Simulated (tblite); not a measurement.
Species: C₅H₈GeO.
Numbering: `[CH2:1]=[C:2]1[CH2:3][CH:4]=[CH:5][GeH2:6][O:7]1` (hydrogens: H8, H9 on C1; H10, H11 on C3; H12 on C4; H13 on C5; H14, H15 on Ge6)

Computed with GFN2-xTB (tblite), gas phase: L-BFGS steps from a force-field or distance-geometry start until the largest atomic force falls under 0.01 eV/Å.

Step 17: E = -564.2756 eV
```
atom  x, y, z in Å  |  force x, y, z in eV/Å
C1      2.2364    0.5075   -0.6742   -0.025  -0.036  -0.029
C2      0.9813    0.4615   -0.2500    0.037   0.039   0.112
C3      0.5776   -0.3376    0.9725    0.017  -0.002  -0.046
C4     -0.4994   -1.3288    0.6472    0.018   0.045   0.028
C5     -1.6131   -0.9795    0.0104    0.005  -0.021   0.030
Ge6    -1.7160    0.8789   -0.5646   -0.025   0.010   0.048
O7      0.0139    1.1793   -0.8713    0.027  -0.017  -0.014
H8      2.5093    1.1038   -1.5257    0.019  -0.015   0.004
H9      3.0096   -0.0527   -0.1804   -0.008   0.056  -0.044
H10     1.4568   -0.8340    1.3812   -0.036   0.005   0.024
H11     0.2014    0.3812    1.7113   -0.012  -0.023  -0.002
H12    -0.3171   -2.3542    0.9466   -0.010  -0.018  -0.047
H13    -2.3539   -1.7230   -0.2411   -0.026   0.048  -0.009
H14    -2.3403    1.2323   -1.8793   -0.006  -0.032  -0.037
H15    -2.1511    1.8732    0.4956    0.025  -0.038  -0.018
```

Step 18: E = -564.2765 eV
```
atom  x, y, z in Å  |  force x, y, z in eV/Å
C1      2.2348    0.5064   -0.6744   -0.008  -0.026  -0.028
C2      0.9813    0.4600   -0.2473    0.036   0.050   0.088
C3      0.5781   -0.3378    0.9749    0.002  -0.006  -0.047
C4     -0.4983   -1.3281    0.6479   -0.009   0.020   0.006
C5     -1.6123   -0.9792    0.0113   -0.013   0.002   0.031
Ge6    -1.7155    0.8794   -0.5632   -0.007  -0.018  -0.007
O7      0.0154    1.1772   -0.8710   -0.007  -0.014  -0.002
H8      2.5028    1.1032   -1.5263    0.030  -0.002  -0.019
H9      3.0113   -0.0486   -0.1825    0.013   0.030  -0.025
H10     1.4566   -0.8351    1.3838   -0.035   0.015   0.030
H11     0.1992    0.3818    1.7113   -0.002  -0.024   0.012
H12    -0.3162   -2.3548    0.9406    0.001  -0.031  -0.026
H13    -2.3560   -1.7204   -0.2395   -0.006   0.042  -0.009
H14    -2.3368    1.2314   -1.8810   -0.003  -0.035  -0.019
H15    -2.1488    1.8725    0.4934    0.011  -0.003   0.015
```

**Question.** Estimate the geometry and energy of step 19. (The exact step hangs on the optimiser's Hessian estimate; all steps are aligned on step 18, rigid shifts and turns removed.)

**Answer.** E = -564.2771 eV, largest force 0.065 eV/Å
```
atom  x, y, z in Å  |  force x, y, z in eV/Å
C1      2.2337    0.5054   -0.6753    0.008  -0.010  -0.024
C2      0.9819    0.4603   -0.2443    0.022   0.049   0.036
C3      0.5784   -0.3379    0.9759   -0.010  -0.004  -0.017
C4     -0.4978   -1.3275    0.6485   -0.022  -0.009  -0.013
C5     -1.6120   -0.9789    0.0125   -0.024   0.021   0.028
Ge6    -1.7155    0.8793   -0.5623    0.006  -0.027  -0.039
O7      0.0162    1.1755   -0.8707   -0.025  -0.006   0.009
H8      2.4995    1.1028   -1.5270    0.029   0.004  -0.031
H9      3.0126   -0.0455   -0.1843    0.030   0.009  -0.009
H10     1.4557   -0.8355    1.3859   -0.023   0.013   0.033
H11     0.1978    0.3814    1.7115    0.000  -0.022   0.021
H12    -0.3158   -2.3557    0.9365    0.007  -0.027  -0.015
H13    -2.3574   -1.7182   -0.2388    0.000   0.031  -0.007
H14    -2.3346    1.2304   -1.8823    0.000  -0.038  -0.004
H15    -2.1472    1.8722    0.4922    0.002   0.017   0.032
```

The energy changes by -0.0006 eV. The first-order estimate −F·Δx gives -0.0008 eV and the mean of the old and new forces, exact on a quadratic surface, -0.0006 eV. The step makes an angle of 59° with the force vector and moves no atom by more than 0.004 Å.

The cost below is that of the whole relaxation. The run took 0.45 s on an Arm Neoverse N1 with one thread (shared host).
